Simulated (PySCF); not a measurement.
# Orbital energies and ionisation energy

C₆H₁₅BO.
Cartesian coordinates in Å at the PBE0-D3(BJ)/def2-SVP level; atoms count from 1:
```xyz
23
C6H15BO angstrom
C     -1.659    0.095    0.782
O     -0.941    1.018   -0.023
C     -1.752    2.058   -0.550
B      0.087    0.339   -1.148
C      1.117   -0.598   -0.365
C      2.378   -0.855   -1.234
C      3.112    0.243   -0.442
C      2.032    0.136    0.651
H     -0.928   -0.588    1.225
H     -2.374   -0.474    0.165
H     -2.187    0.646    1.574
H     -1.085    2.733   -1.095
H     -2.504    1.644   -1.241
H     -2.243    2.585    0.281
H     -0.682   -0.240   -1.915
H      0.590    1.345   -1.631
H      0.649   -1.523    0.017
H      2.813   -1.851   -1.058
H      2.280   -0.713   -2.323
H      4.155    0.051   -0.148
H      3.073    1.213   -0.960
H      2.356   -0.519    1.477
H      1.658    1.077    1.087
```

Level: B3LYP/def2-SVPD (PySCF). Frontier orbitals with their largest atomic shares (Löwdin; up to four atoms above 4 %):

| orbital | ε (eV) | main atoms |
| --- | --- | --- |
| HOMO−3 | -8.15 | B4 15 %, C7 15 %, C6 14 %, C5 10 % |
| HOMO−2 | -7.73 | C6 23 %, C8 21 %, C5 18 %, C7 12 % |
| HOMO−1 | -7.20 | B4 20 %, C5 18 %, H16 14 %, H17 10 % |
| HOMO | -6.96 | ? |
| LUMO | 0.06 | C1 16 %, C3 16 %, H11 11 %, H14 10 % |
| LUMO+1 | 0.73 | H9 13 %, C1 12 %, O2 11 %, H10 10 % |
| LUMO+2 | 0.81 | C3 16 %, H13 14 %, H12 13 %, H14 13 % |

Task: What vertical ionisation energy does ΔSCF give, and how far is −ε(HOMO) from it?

Result: ΔSCF: 8.98 eV (867 kJ/mol; threshold wavelength 138 nm); ⟨S²⟩ of the doublet left behind is 0.753, against 0.75 for a pure doublet. −ε(HOMO) is 6.96 eV, 2.02 eV below it. For the exact functional −ε(HOMO) would equal the first vertical ionisation energy; B3LYP (global hybrid, 20 % exact exchange) falls short of its own ΔSCF value by 22 %.

Task: On which atoms does the HOMO lie?

Result: C5 (sp3 carbon bound to boron) 24 %, B4 (four-coordinate boron) 21 %, C8 (four-membered-ring carbon) 12 %, H15 (B–H hydrogen) 10 %, so no atom holds as much as 40 %. The HOMO−1 lies 0.24 eV lower.

Task: How many of the 10 lowest singlet excitations (vertical TDDFT, same level) lie below the ionisation energy?

Result: All 10; they run from 6.34 to 7.53 eV.

Task: What kinetic energy would electrons from this vertical process carry with Lyman-α light (10.199 eV)?

Result: 10.20 − 8.98 = 1.22 eV.

Task: What total energies stand behind the ΔSCF value?

Result: E(N) = -337.46329 Eh and E(N − 1) = -337.13315 Eh at the same geometry, 0.33014 Eh apart.

Geometry: PBE0-D3(BJ)/def2-SVP, one conformer, isolated molecule.
